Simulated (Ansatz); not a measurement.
Relaxation of C$_{3}$H$_{6}$Si (10 atoms, charge 0, multiplicity 1), to a largest force component of 0.015 eV/Å in at most 40 steps.

Computed with RKS B3LYP/def2-SVP in Ansatz.

```xyz
10
Properties=species:S:1:pos:R:3:forces:R:3
C -0.827 0.856 -1.055 0.16 -0.03 0.16
C -0.100 0.001 -0.087 0.50 -0.45 0.61
C -0.155 -1.260 0.364 0.82 0.96 0.33
Si 1.223 -0.322 1.187 -1.35 -0.36 -1.04
H -0.770 0.420 -2.053 -0.03 -0.11 -0.43
H -1.880 0.921 -0.778 -0.43 0.07 0.04
H -0.413 1.863 -1.089 0.07 0.37 -0.08
H -0.764 -2.127 0.181 -0.37 -0.57 -0.09
H 1.078 0.174 2.548 0.02 0.19 0.58
H 2.607 -0.527 0.782 0.60 -0.07 -0.08
```

Where does it end, and by what steps?

The run converged. The force dipped under the threshold on the way, but the program's further checks kept it going. After 20 steps the energy has fallen by 0.102 eV; H6 moved furthest, 0.85 Å.

```json
{"step": "0", "energy less start (eV)": "0.0000", "largest force component (eV/Å)": "1.354", "accepted": "yes"}
{"step": "1", "energy less start (eV)": "-0.0490", "largest force component (eV/Å)": "0.641", "accepted": "yes"}
{"step": "2", "energy less start (eV)": "-0.0586", "largest force component (eV/Å)": "0.073", "accepted": "yes"}
{"step": "3", "energy less start (eV)": "-0.0588", "largest force component (eV/Å)": "0.024", "accepted": "yes"}
{"step": "4", "energy less start (eV)": "-0.0588", "largest force component (eV/Å)": "0.008", "accepted": "yes"}
{"step": "5", "energy less start (eV)": "-0.0589", "largest force component (eV/Å)": "0.009", "accepted": "yes"}
{"step": "6", "energy less start (eV)": "-0.0590", "largest force component (eV/Å)": "0.003", "accepted": "yes"}
{"step": "7", "energy less start (eV)": "-0.0593", "largest force component (eV/Å)": "0.022", "accepted": "yes"}
{"step": "8", "energy less start (eV)": "-0.0604", "largest force component (eV/Å)": "0.046", "accepted": "yes"}
{"step": "9", "energy less start (eV)": "-0.0617", "largest force component (eV/Å)": "0.291", "accepted": "yes"}
{"step": "10", "energy less start (eV)": "-0.0677", "largest force component (eV/Å)": "0.194", "accepted": "yes"}
{"step": "11", "energy less start (eV)": "-0.0845", "largest force component (eV/Å)": "0.059", "accepted": "yes"}
{"step": "12", "energy less start (eV)": "-0.0886", "largest force component (eV/Å)": "0.242", "accepted": "yes"}
{"step": "13", "energy less start (eV)": "-0.0922", "largest force component (eV/Å)": "0.255", "accepted": "yes"}
{"step": "14", "energy less start (eV)": "-0.0983", "largest force component (eV/Å)": "0.214", "accepted": "yes"}
{"step": "15", "energy less start (eV)": "-0.0956", "largest force component (eV/Å)": "0.186", "accepted": "no"}
{"step": "16", "energy less start (eV)": "-0.1004", "largest force component (eV/Å)": "0.060", "accepted": "yes"}
{"step": "17", "energy less start (eV)": "-0.1018", "largest force component (eV/Å)": "0.031", "accepted": "yes"}
{"step": "18", "energy less start (eV)": "-0.1021", "largest force component (eV/Å)": "0.067", "accepted": "yes"}
{"step": "19", "energy less start (eV)": "-0.1024", "largest force component (eV/Å)": "0.015", "accepted": "yes"}
{"step": "20", "energy less start (eV)": "-0.1024", "largest force component (eV/Å)": "0.005", "accepted": "yes"}
```

```xyz
10
Properties=species:S:1:pos:R:3
C -0.819 0.833 -1.083
C -0.111 -0.003 -0.073
C -0.284 -1.173 0.554
Si 1.263 -0.370 1.088
H -0.179 1.000 -1.965
H -1.762 0.369 -1.416
H -1.046 1.830 -0.670
H -1.040 -1.965 0.547
H 1.381 0.310 2.408
H 2.596 -0.832 0.610
```

Whether the end is a true minimum wasn't checked by a vibrational analysis.

Time of the run: 38 s on 1 CPU thread of a shared host.
